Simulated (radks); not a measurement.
Q: Isoelectronic series with 12 electrons, each ion in its NIST ground configuration. Calculated with a radial shooting solver on a logarithmic mesh with Libxc functionals: Dirac Kohn-Sham, PBE, spin-unpolarised, spherical densities, finite nucleus; Fermi nuclear charge, rms radius of each element as measured or else 0.836 A^(1/3) + 0.57 fm. Total energies (hartree) and orbital eigenvalues (hartree):

| ion | configuration | E (hartree) | 3s1/2 | 2p3/2 |
|---|---|---|---|---|
| Mg | [Ne] 3s2 | -200.27986 | -0.17292 | -1.70930 |
| Al+ | [Ne] 3s2 | -242.47305 | -0.54426 | -2.86041 |
| Si2+ | [Ne] 3s2 | -288.96485 | -1.04865 | -4.28790 |
| P3+ | [Ne] 3s2 | -339.74840 | -1.67618 | -5.97892 |
| S4+ | [Ne] 3s2 | -394.82429 | -2.42264 | -7.92814 |
| Cl5+ | [Ne] 3s2 | -454.19668 | -3.28591 | -10.13283 |
| Ar6+ | [Ne] 3s2 | -517.87196 | -4.26481 | -12.59143 |
| K7+ | [Ne] 3s2 | -585.85803 | -5.35871 | -15.30296 |
| Ca8+ | [Ne] 3s2 | -658.16393 | -6.56727 | -18.26680 |

Estimate the row of Sc9+ ([Ne] 3s2).

A: E (hartree) -734.79977; 3s1/2 -7.89034; 2p3/2 -21.48254.
